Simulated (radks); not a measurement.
Values are calculated unless marked as measured or tabulated.
The indium anion In- inside a hard spherical wall (all orbitals vanish at R), configuration held at [Kr] 4d10 5s2 5p2 and not refilled when levels cross. Code: a radial shooting solver on a logarithmic mesh with Libxc functionals. Model: scalar-relativistic Kohn-Sham, PBE, spin-unpolarised, spherical densities, finite nucleus; Fermi nuclear charge, rms radius 4.6156 fm. Eigenvalues in eV, with the zero of energy where the potential of the charges vanishes at infinity; a dash marks a level that is unbound or too diffuse for the functional's potential to be trusted. A positive occupied level is held by the wall or, in an anion where self-interaction has pushed it up, behind a barrier. The pressure on the wall is -dE/dV.

R (bohr)  E (hartree)  kinetic (hartree)    e(4p)    e(4d)   e(5s)   e(5p)  e(6s, empty)  e(5d, empty)  pressure (GPa)
20        -5881.50688           6130.010  -73.604  -14.094  -3.849   1.302         1.669         2.293         0.00203
10        -5881.48747           6130.054  -72.076  -12.566  -2.503   2.515         4.590         5.841           0.185
8         -5881.45882           6130.139  -70.998  -11.494  -1.646   3.496         7.444         8.163           0.902
7         -5881.42319           6130.255  -70.055  -10.562  -0.909   4.434        10.306        10.159            2.40
4         -5880.57999           6133.073  -61.017   -1.876   8.073  16.512        47.223        31.306             146
3.5       -5879.85714           6135.504  -56.542    2.347  13.863  24.014        68.966        42.928             389
